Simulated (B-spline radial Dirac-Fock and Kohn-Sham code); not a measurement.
## Two-hole binding energies of I⁻

System: the I⁻ ion, configuration 1s2 2s2 2p6 3s2 3p6 3d10 4s2 4p6 4d10 5s2 5p6, inside a Watson sphere of charge +1 and radius 2.2 Å (a model of the Madelung potential; inside it an electron's potential energy is lowered by 6.5 eV).

The computed values come from a radial finite-basis atomic code: relaxed Dirac-Fock hole states (ΔSCF) with Breit and QED corrections and a finite nucleus. U is the two-hole binding energy less the two single-hole energies, the effective repulsion of the holes after relaxation. Each two-hole energy is an average over J within one jj subconfiguration.

| holes | E(a) (eV) | E(b) (eV) | E(ab) (eV) | U (eV) |
| --- | --- | --- | --- | --- |
| 1s⁻² | 33173.5 | 33173.5 | 67209.7 | 862.7 |
| 1s⁻¹ 2p1/2⁻¹ | 33173.5 | 4858.5 | 38274.6 | 242.6 |
| 1s⁻¹ 2p3/2⁻¹ | 33173.5 | 4563.6 | 37957.3 | 220.1 |
| 1s⁻¹ 3p1/2⁻¹ | 33173.5 | 939.9 | 34183.3 | 69.9 |
| 1s⁻¹ 3p3/2⁻¹ | 33173.5 | 883.2 | 34121.8 | 65.1 |
| 2s⁻¹ 2p1/2⁻¹ | 5200.3 | 4858.5 | 10187.8 | 129.0 |
| 2p1/2⁻² | 4858.5 | 4858.5 | 9890.0 | 173.0 |
| 2p1/2⁻¹ 2p3/2⁻¹ | 4858.5 | 4563.6 | 9576.3 | 154.1 |
| 2s⁻¹ 3p1/2⁻¹ | 5200.3 | 939.9 | 6197.8 | 57.6 |
| 2p1/2⁻¹ 3p3/2⁻¹ | 4858.5 | 883.2 | 5799.4 | 57.7 |
| 2p3/2⁻¹ 3d3/2⁻¹ | 4563.6 | 636.7 | 5262.4 | 62.0 |
| 3p1/2⁻² | 939.9 | 939.9 | 1926.4 | 46.6 |
| 4d5/2⁻² | 54.17 | 54.17 | 124.1 | 15.8 |
| 5p3/2⁻² | 8.38 | 8.38 | ? | ? |

Question: Give the missing two-hole energy and U.

Answer: E(ab) = 24.72 eV and U = 8.0 eV.
